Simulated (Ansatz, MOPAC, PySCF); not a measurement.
Breaking a bond: SMILES [BeH2] (H₂Be), singlet. The Be1–H3 bond (Be1 also carries H; H3 carries nothing else) is pulled apart rigidly from the PBE0/def2-TZVP optimised geometry.

Methods: UHF/3-21G = PySCF 2.14.0 with unrestricted Hartree-Fock/3-21G; AM1, restricted, heats of formation (MOPAC); UKS-LDA (SVWN5)/6-31G* = unrestricted LDA (SVWN5)/6-31G*, spherical d run with PySCF 2.14.0; FCI = full CI/cc-pVTZ, frozen core (Ansatz, an electronic-structure program).

Energies relative to the lowest point of each curve near equilibrium, in kJ/mol; the last columns give the difference from FCI:

| R / Å | UHF/3-21G | AM1 | UKS-LDA (SVWN5)/6-31G* | FCI | UHF/3-21G − FCI | AM1 − FCI | UKS-LDA (SVWN5)/6-31G* − FCI |
|---|---|---|---|---|---|---|---|
| 0.99 | 159.8 | 97.7 | 158.0 | 148.1 | 11.7 | -50.4 | 10.0 |
| 1.08 | 76.1 | 56.6 | 76.3 | 69.4 | 6.8 | -12.8 | 6.9 |
| 1.11 | 56.8 | 45.7 | 57.3 | 51.4 | 5.4 | -5.7 | 6.0 |
| 1.20 | 18.3 | 20.7 | 19.3 | 16.0 | 2.4 | 4.7 | 3.4 |
| 1.26 | 5.4 | 9.8 | 6.2 | 4.4 | 1.0 | 5.4 | 1.8 |
| 1.32 | 0.3 | 3.0 | 0.6 | 0.1 | 0.2 | 2.9 | 0.4 |
| 1.34 | 0.0 | 1.6 | 0.0 | 0.0 | 0.0 | 1.6 | 0.0 |
| 1.38 | 1.2 | 0.0 | 0.6 | 1.4 | -0.2 | -1.4 | -0.8 |
| 1.43 | 5.7 | 0.0 | 4.1 | 5.9 | -0.2 | -5.9 | -1.8 |
| 1.47 | 11.3 | 1.6 | 8.7 | 11.3 | 0.0 | -9.7 | -2.5 |
| 1.57 | 30.9 | 10.6 | 25.7 | 30.0 | 1.0 | -19.3 | -4.2 |
| 1.64 | 48.3 | 20.8 | 40.9 | 46.2 | 2.1 | -25.4 | -5.3 |
| 1.80 | 94.4 | 53.3 | 81.6 | 88.9 | 5.6 | -35.6 | -7.2 |
| 2.00 | 157.9 | 106.3 | 137.1 | 145.6 | 12.3 | -39.3 | -8.5 |
| 2.21 | 219.7 | 169.9 | 194.8 | 202.6 | 17.1 | -32.6 | -7.8 |
| 2.39 | 253.3 | 226.6 | 241.2 | 246.2 | 7.0 | -19.7 | -5.1 |
| 2.64 | 280.3 | 303.6 | 298.9 | 296.7 | -16.4 | 6.9 | 2.2 |
| 2.99 | 298.0 | 401.6 | 359.4 | 346.6 | -48.6 | 55.0 | 12.7 |
| 3.23 | 303.6 | 459.8 | 382.8 | 368.2 | -64.6 | 91.6 | 14.6 |
| 3.66 | 308.0 | 545.1 | 405.8 | 388.9 | -80.8 | 156.3 | 16.9 |
| 4.07 | 309.5 | 606.1 | 416.0 | 396.5 | -87.0 | 209.6 | 19.5 |
| 4.71 | 310.4 | 671.1 | 421.8 | 400.0 | -89.6 | 271.1 | 21.8 |

UHF/3-21G is furthest from FCI at 4.71 (-89.6 kJ/mol, below); its mean absolute difference over the points is 20.9 kJ/mol.

AM1 is furthest from FCI at 4.71 (271.1 kJ/mol, above); its mean absolute difference over the points is 48.3 kJ/mol.

UKS-LDA (SVWN5)/6-31G* is furthest from FCI at 4.71 (21.8 kJ/mol, above); its mean absolute difference over the points is 7.2 kJ/mol.

The unrestricted determinant behind UHF/3-21G is spin-contaminated at 2.21 to 4.71 Å (<S²> up to 1.0, against 0.00 for a pure singlet). The restricted form behind AM1 keeps the bonding electrons paired and can't separate into open-shell fragments. The unrestricted determinant behind UKS-LDA (SVWN5)/6-31G* is spin-contaminated at 2.99 to 4.71 Å (<S²> up to 1.0, against 0.00 for a pure singlet).
